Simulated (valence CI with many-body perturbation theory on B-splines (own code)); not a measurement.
# E1 line list for Sr²⁴⁺

Level of theory: configuration interaction combined with many-body perturbation theory (CI+MBPT): four valence electrons over a frozen Dirac-Fock core [Ne], radial functions for each j: 11 s, 11 p, 10 d, 8 f, 5 g, 2 h, with the one-electron correlation potential Σ1 (screened to all orders), the two-electron term Σ2, the three-electron term Σ3, Breit, model QED; selected single and double excitations, second order for the rest, scaled by the run's own slope (own B-spline code, finite nucleus).

No measured levels were compared; by estimate levels of excited configurations hold to 0.05 to 0.15 % of their energy, terms of the ground configuration to about 0.5 %. Among the levels kept, up to 640 cm⁻¹ of a level comes from second order outside the variational space, and about a tenth of that is noise between levels of different J, which matters for small intervals.

Lines 1 to 50 of 552 in falling wavelength, among levels below 2436400 cm⁻¹, chosen from the strongest by gf and those to the six lowest levels. Wavelengths and rates use the calculated energies, so an error of 400 cm⁻¹ moves a line at 335.5 Å by 0.13 % and its rate by three times that or more. Electric multipoles are in the length gauge, E1 and E2 with the static RPA response of the core. Weak lines are less certain than strong ones. Lines between different terms over intervals too small for the method are left out, as are lines whose strength nearly cancels. Where a level lies close to another of its J and parity, the split of strength between their lines is uncertain.

Names give the largest LS component (configuration and term), which can be under half, so a name can repeat, a term be missing and a line seem to break the LS rules; names also repeat where a configuration has a term twice. Letters in brackets count levels of one name in rising energy.

```csv
λ vac (Å),Upper,Lower,A (s⁻¹),S (a.u.) with core polarisation,S without
335.5,3s.3p3 5S°_2,3s2.3p2 1D_2,1.66e+07,1.54e-03,1.59e-03
298.3,3s.3p3 3D°_1,3s2.3p2 1S_0,2.57e+07,1.01e-03,1.04e-03
248.7,3p3.3d 3G°_5,3s.3p2.3d 3F_4 [c],3.34e+09,2.79e-01,2.87e-01
244.3,3s.3p3 3D°_1,3s2.3p2 1D_2,2.96e+08,6.39e-03,6.57e-03
241.0,3s.3p3 5S°_2,3s2.3p2 3P_2,3.40e+08,1.17e-02,1.21e-02
234.4,3s.3p3 3D°_2,3s2.3p2 1D_2,7.60e+07,2.41e-03,2.49e-03
225.1,3s.3p3 5S°_2,3s2.3p2 3P_1,4.96e+08,1.39e-02,1.43e-02
216.6,3s.3p3 3D°_3,3s2.3p2 1D_2,1.39e+09,4.88e-02,5.03e-02
214.3,3s.3p3 3P°_1,3s2.3p2 1S_0,4.28e+08,6.24e-03,6.41e-03
214.0,3p3.3d 3G°_4,3s.3p2.3d 3F_3 [c],2.26e+09,9.84e-02,1.01e-01
212.7,3p3.3d 3F°_2 [a],3s.3p2.3d 3F_2 [b],4.55e+09,1.08e-01,1.11e-01
210.5,3p3.3d 5D°_4,3s.3p2.3d 1G_4,1.67e+09,6.91e-02,7.11e-02
205.6,3p3.3d 5D°_4,3s.3p2.3d 3D_3 [a],1.76e+09,6.78e-02,6.96e-02
190.0,3s.3p3 3D°_1,3s2.3p2 3P_2,9.88e+08,1.00e-02,1.03e-02
189.3,3p3.3d 3G°_4,3s.3p2.3d 3G_5,3.14e+09,9.45e-02,9.71e-02
188.7,3p3.3d 3F°_4 [b],3s.3p2.3d 3D_3 [e],2.12e+09,6.33e-02,6.51e-02
188.7,3p3.3d 3G°_3,3s.3p2.3d 3G_4,3.04e+09,7.06e-02,7.25e-02
187.6,3s.3p3 1D°_2,3s2.3p2 1D_2,8.46e+08,1.38e-02,1.42e-02
183.9,3s.3p3 3D°_2,3s2.3p2 3P_2,1.60e+08,2.45e-03,2.52e-03
182.9,3p3.3d 3G°_5,3s.3p2.3d 3G_5,7.49e+09,2.49e-01,2.56e-01
179.5,3p3.3d 3G°_3,3s.3p2.3d 3G_3,3.39e+09,6.77e-02,6.96e-02
178.7,3p3.3d 3G°_4,3s.3p2.3d 3D_3 [a],2.95e+09,7.47e-02,7.67e-02
178.1,3p3.3d 5D°_1,3s.3p2.3d 5P_1,7.05e+09,5.89e-02,6.06e-02
177.7,3p3.3d 3G°_3,3s.3p2.3d 3F_2 [b],3.20e+09,6.20e-02,6.37e-02
177.5,3p3.3d 3F°_4 [b],3s.3p2.3d 3F_4 [c],4.58e+09,1.14e-01,1.17e-01
177.1,3p4 3P_2,3s.3p3 3D°_3,9.13e+09,1.25e-01,1.29e-01
177.0,3p3.3d 3G°_4,3s.3p2.3d 3G_4,2.87e+09,7.07e-02,7.27e-02
175.1,3s.3p3 3S°_1,3s2.3p2 1S_0,1.39e+09,1.10e-02,1.13e-02
174.5,3s.3p3 3D°_2,3s2.3p2 3P_1,4.87e+09,6.39e-02,6.57e-02
172.8,3s.3p3 3D°_3,3s2.3p2 3P_2,2.62e+09,4.67e-02,4.81e-02
171.4,3p3.3d 3G°_5,3s.3p2.3d 3G_4,2.26e+09,6.16e-02,6.33e-02
170.9,3p3.3d 3P°_2 [a],3s.3p2.3d 3D_3 [b],5.81e+09,7.15e-02,7.35e-02
170.4,3p3.3d 5D°_2 [a],3s.3p2.3d 5P_2,6.83e+09,8.35e-02,8.57e-02
170.2,3p3.3d 1G°_4,3s.3p2.3d 3F_3 [b],4.37e+09,9.58e-02,9.84e-02
169.0,3s.3p.3d2 5G°_4,3s.3p2.3d 1G_4,2.93e+09,6.29e-02,6.46e-02
168.4,3p3.3d 5D°_2 [a],3s.3p2.3d 5P_3,8.19e+09,9.65e-02,9.91e-02
168.3,3p3.3d 1G°_4,3s.3p2.3d 1G_4,1.27e+10,2.69e-01,2.76e-01
168.3,3s.3p2.3d 1G_4,3s2.3p.3d 3F°_4,3.17e+09,6.70e-02,6.89e-02
166.6,3s.3p2.3d 3F_4 [c],3s2.3p.3d 1F°_3,2.57e+09,5.28e-02,5.43e-02
165.5,3s.3p.3d2 1F°_3,3s.3p2.3d 3F_4 [b],4.13e+09,6.47e-02,6.64e-02
165.2,3p3.3d 5D°_3,3s.3p2.3d 3F_4 [a],8.83e+09,1.38e-01,1.41e-01
165.2,3p3.3d 3F°_4 [a],3s.3p2.3d 3F_4 [a],7.62e+09,1.52e-01,1.57e-01
165.1,3p3.3d 1G°_4,3s.3p2.3d 3D_3 [a],3.47e+09,6.94e-02,7.13e-02
164.8,3s2.3p.3d 3F°_2 [a],3s2.3p2 1D_2,1.82e+09,2.02e-02,2.08e-02
164.7,3s.3p2.3d 3D_3 [c],3s2.3p.3d 3P°_2 [b],4.57e+09,7.06e-02,7.25e-02
163.6,3p3.3d 1G°_4,3s.3p2.3d 3G_4,2.80e+09,5.44e-02,5.59e-02
163.4,3s.3p2.3d 3F_3 [c],3s2.3p.3d 3D°_2,4.04e+09,6.09e-02,6.26e-02
163.2,3p3.3d 3F°_4 [b],3s.3p2.3d 3D_3 [c],5.43e+09,1.05e-01,1.08e-01
162.8,3s.3p2.3d 3G_5,3s2.3p.3d 3F°_4,1.81e+10,4.24e-01,4.36e-01
162.7,3p3.3d 5D°_4,3s.3p2.3d 3F_3 [a],4.18e+09,8.00e-02,8.22e-02
```
